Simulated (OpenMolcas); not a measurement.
An atom or ion with 20 electrons was computed by XMS-CASPT2, IPEA 0.25 Eh, imaginary shift 0.1 Eh with spin-orbit coupling (OpenMolcas, ANO-RCC-VQZP, DKH2). The lowest levels that the run gave, each within 12 % of the measured value where one is at hand:

```tsv
J	Parity	E (eV)	g
2	even	0.0000	0.666
3	even	0.0245	1.084
4	even	0.0564	1.251
2	even	1.091	1.002
0	even	1.387	
1	even	1.395	1.501
2	even	1.412	1.499
4	even	1.840	1.000
0	even	4.142
```

Task: Which ion is it, and what are the configurations and terms?

Result: Ti2+ (Z = 22, charge +2; active space 2 electrons in 10 orbitals (3d 4d)). J, parity and g give the terms where levels are pure, and mixed ones are named by the computed weights; the size of the splittings, set against known spectra of the 20-electron sequence, gives the charge. In order, with the measured energies in eV (Corliss and Sugar, J. Phys. Chem. Ref. Data 8, 1 (1979)): 3d² ³F₂, 3d² ³F₃ (0.0229), 3d² ³F₄ (0.0521), 3d² ¹D₂ (1.0506), 3d² ³P₀ (1.3066), 3d² ³P₁ (1.3147), 3d² ³P₂ (1.3293), 3d² ¹G₄ (1.7851), 3d² ¹S₀ (4.0264).

CASPT2 does not keep the components of a term degenerate, so their means are used; among the terms shown or strongly mixed into the levels shown the widest spread is 1200 cm-1 (3d² ³F). Active for correlation alone: 4d; no level in the range computed is led by a configuration that fills it, so any true level of that kind is missing. Measured partners are found by configuration, term and J. A level has none where our copy of the source lacks it or the pairing is in doubt (some pairs that miss far off the trend of their configuration count as doubtful), and it then counts in no deviation. Levels of configurations outside the active space are missing.
